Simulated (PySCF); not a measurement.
This PySCF input asks for the NMR shieldings of SMILES C=C(B)C(=C)C=C, C$_{6}$H$_{9}$B; the geometry comes from GFN2-xTB.

```python
import basis_set_exchange as bse
import numpy as np
from pyscf import gto, dft
from pyscf.prop import nmr

atoms = """
B    -0.678919    1.444888    1.019380
C    -0.868835    0.131178    0.213852
C    -2.061322   -0.247874   -0.260988
C     0.304000   -0.747457   -0.005173
C     0.264815   -2.054728    0.265858
C     1.521969   -0.127293   -0.510973
C     1.648685    1.161696   -0.801185
H    -1.401954    2.347521    0.841673
H     0.144302    1.508807    1.848112
H    -2.943564    0.352219   -0.110273
H    -2.201666   -1.175107   -0.797237
H     1.123582   -2.689622    0.120900
H    -0.618858   -2.525886    0.661149
H     2.358653   -0.799001   -0.658521
H     2.572535    1.576645   -1.167255
H     0.828979    1.852958   -0.670731
"""
names = dict.fromkeys(["B", "C", "H"], "pcSseg-1")
basis = {el: gto.basis.parse(bse.get_basis(n, elements=[el], fmt="nwchem")) for el, n in names.items()}
mol = gto.M(atom=atoms, basis=basis, charge=0, verbose=0)
mf = dft.RKS(mol, xc="PBE0")
mf.grids.level = 2
mf.grids.alignment = dft.numint.BLKSIZE   # the property module wants whole blocks of grid points
mf.conv_tol = 1e-9
mf.kernel()

calc = nmr.RKS(mf)   # GIAO
C = mf.mo_coeff
Co = C[:, mf.mo_occ > 0]
resp = mf.gen_response(singlet=True, hermi=2)
def vind(x):   # induced exchange potential for any number of trial vectors
    d = np.einsum("pi,xij,qj->xpq", C, 2 * x.reshape(-1, C.shape[1], Co.shape[1]), Co, optimize=True)
    return np.einsum("xpq,pi,qj->xij", resp(d - d.transpose(0, 2, 1)), C, Co, optimize=True).ravel()
mo1, _ = nmr.rhf.solve_mo1(calc, with_cphf=vind)
sigma = calc.kernel(mo1)
for i, s in enumerate(sigma):   # ppm
    w = np.linalg.eigvalsh((s + s.T) / 2)
    print("%2d %-2s iso %8.1f  s11 %8.1f  s22 %8.1f  s33 %8.1f" % (i, mol.atom_pure_symbol(i), w.mean(), *w))
```

Question: Give the expected output.

Answer: 
```
 0 B  iso     27.3  s11    -25.2  s22    -19.6  s33    126.5
 1 C  iso     22.7  s11    -90.4  s22     -8.6  s33    167.1
 2 C  iso     39.9  s11    -64.0  s22     28.3  s33    155.3
 3 C  iso     22.7  s11    -87.2  s22     11.6  s33    143.6
 4 C  iso     64.4  s11    -23.4  s22     67.0  s33    149.5
 5 C  iso     38.5  s11    -75.0  s22     43.0  s33    147.5
 6 C  iso     65.7  s11    -39.7  s22     74.0  s33    162.9
 7 H  iso     24.5  s11     18.6  s22     26.5  s33     28.4
 8 H  iso     24.6  s11     18.0  s22     26.3  s33     29.6
 9 H  iso     25.5  s11     23.0  s22     25.3  s33     28.3
10 H  iso     25.0  s11     20.7  s22     25.4  s33     29.0
11 H  iso     26.4  s11     24.5  s22     25.3  s33     29.4
12 H  iso     26.2  s11     23.6  s22     25.3  s33     29.9
13 H  iso     24.9  s11     22.7  s22     23.8  s33     28.1
14 H  iso     26.3  s11     24.7  s22     25.2  s33     29.1
15 H  iso     27.5  s11     25.0  s22     26.4  s33     31.0
```

These numbers come from an equivalent density-fitted implementation of the same equations, which agrees with the script to about 0.01 ppm for H and up to a few tenths of a ppm for heavy atoms, so last digits may differ.

Size and cost of the density-fitted run: 164 basis functions, 23 s wall time on 1 thread of an Arm Neoverse V2, shared host; peak memory 0.77 GiB.
